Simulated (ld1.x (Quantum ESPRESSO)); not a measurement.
**What one change does to a pseudopotential (Al, TM)**

ld1.x (Quantum ESPRESSO) 7.5 input, shortened:

```
&input
   title='Al', zed=13., rel=1, dft='PBE', iswitch=3,
   config='[Ne] 3s2 3p0 3d-2'
 /
 &inputp
   pseudotype=2, tm=.true., lloc=-1, rcloc=1.30,
   nlcc=.true., new_core_ps=.true.
 /
3
3S  1  0   2.00   0.00  1.75  1.75  0.0
3P  2  1   0.00   0.00  2.05  2.05  0.0
3D  3  2  -2.00   0.15  2.05  2.05  0.0
 &test
   configts(1)='3s2 3p0'
 /
```

All-electron outer shells of the reference configuration (PBE, scalar-relativistic, ld1.x):

```csv
shell,level (eV),outermost node (bohr),outermost maximum (bohr)
3s,-14.81,0.80,2.01
3p,-9.05,0.81,2.39
```

Change: all radii but the core radius scaled by about 1.05 (s 1.84, p 2.14, d 2.14 bohr); local potential all-electron potential smoothed inside 1.36 bohr (lloc = -1).

Cutoffs: the cutoffs (Ry, on a coarse ladder) from which the occupation-weighted sum of valence levels, in a spherical-Bessel basis at the reference potential, stays within 10 and 1 mRy of its value at 400 Ry; they do not see the model core or the augmentation charge, which bear on the density cutoff. Errors are all-electron minus pseudo energies relative to the spin-unpolarised reference configuration.

**Question.** Predict the effect on cutoff, ghosts and configuration errors.

**Answer.** The potential gets neither clearly harder nor softer (10 Ry and 30 Ry → 10 Ry and 30 Ry); of the 7 tests that both files solve, the error grows in 3 and shrinks in 0 by more than 15 % and 0.3 meV (median size 3.5 → 3.5 meV); neither file shows a bound ghost. More of the atom is replaced by a form fitted at one configuration, so other configurations suffer.

```csv
quantity,base,changed
"cutoff, loose",10 Ry,10 Ry
"cutoff, tight",30 Ry,30 Ry
bound ghosts,none,none
"error for 3s2 3p1, meV [ΔE -5.76 eV]",+3.5,+3.5
"error for 3s1 3p0, meV [ΔE 19.23 eV]",+10,+10
"error for 3s2 3p0.5, meV [ΔE -3.68 eV]",+1.3,+1.3
"error for 3s1 3p2, meV [ΔE -0.62 eV]",-1.9,-2.4
"error for 3s2 3p1.3, meV [ΔE -6.34 eV]",+4.6,+4.6
"error for 3s0 3p3, meV [ΔE 4.69 eV]",-9.4,-11
"error for 3s1 3p1, meV [ΔE 5.81 eV]",-1.4,-1.7
```
